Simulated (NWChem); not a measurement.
Molecule: GeH₂S, singlet; SMILES [SH][GeH]

```xyz
4

Ge     0.0145     0.7833     0.0018
H     -1.5919     0.7982     0.0021
S     -0.0410    -1.4657     0.0026
H      1.2970    -1.6650     0.0024
```
Atoms are numbered in this order, from 1.

Level: B3LYP/6-31G* (spherical d) (NWChem), optimised geometry, unscaled harmonic frequencies. Low-valent species are run as closed-shell singlets; no triplet was tried in these runs. B3LYP is NWChem's, with the RPA form of VWN correlation.

```json
[
 {"frequency (cm⁻¹)": "386", "IR intensity (km/mol)": "38.5"},
 {"frequency (cm⁻¹)": "582", "IR intensity (km/mol)": "3.0"},
 {"frequency (cm⁻¹)": "598", "IR intensity (km/mol)": "11.8"},
 {"frequency (cm⁻¹)": "858", "IR intensity (km/mol)": "17.6"},
 {"frequency (cm⁻¹)": "1896", "IR intensity (km/mol)": "333.1"},
 {"frequency (cm⁻¹)": "2663", "IR intensity (km/mol)": "11.9"}
]
```

| Property | Result |
|---|---|
| zero-point energy | 10.0 kcal/mol |
| thermal correction to the enthalpy at 298.15 K (with zero-point energy) | 12.8 kcal/mol |
| heat capacity Cv | 10.1 cal/(mol K) |
| entropy at 298.15 K and 1 atm (symmetry number 1) | 64.6 cal/(mol K) |
| dipole moment | 1.10 D |

Rigid rotor and harmonic oscillator.
